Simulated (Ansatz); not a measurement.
heptazine (C6H3N7), SMILES C1=NC2=NC=NC3=NC=NC(=N1)N23. Heavy atoms are numbered as in [CH:1]1=[N:2][C:3]2=[N:4][CH:5]=[N:6][C:7]3=[N:8][CH:9]=[N:10][C:11](=[N:12]1)[N:13]23.

Method: Ansatz (a quantum-chemistry and plane-wave program) with PBE-D3(BJ)/def2-SVP.

Bond lengths of the relaxed neutral molecule (Å): C1–N2 1.338, C1–N12 1.338, N2–C3 1.340, C3–N4 1.340, C3–N13 1.417, N4–C5 1.338, C5–N6 1.338, N6–C7 1.340, C7–N8 1.340, C7–N13 1.417, N8–C9 1.338, C9–N10 1.338, N10–C11 1.340, C11–N12 1.340, C11–N13 1.417.

### Question
How do the bond lengths change in the relaxed cation? (The exact figures need the calculation; the answer reports its results.)

### Answer

```
bond     neutral (Å)  cation (Å)
-------  -----------  ----------
C1–N2          1.338       1.344
C1–N12         1.338       1.344
N2–C3          1.340       1.338
C3–N4          1.340       1.338
C3–N13         1.417       1.405
N4–C5          1.338       1.344
C5–N6          1.338       1.344
N6–C7          1.340       1.338
C7–N8          1.340       1.338
C7–N13         1.417       1.405
N8–C9          1.338       1.344
C9–N10         1.338       1.344
N10–C11        1.340       1.338
C11–N12        1.340       1.338
C11–N13        1.417       1.405
```
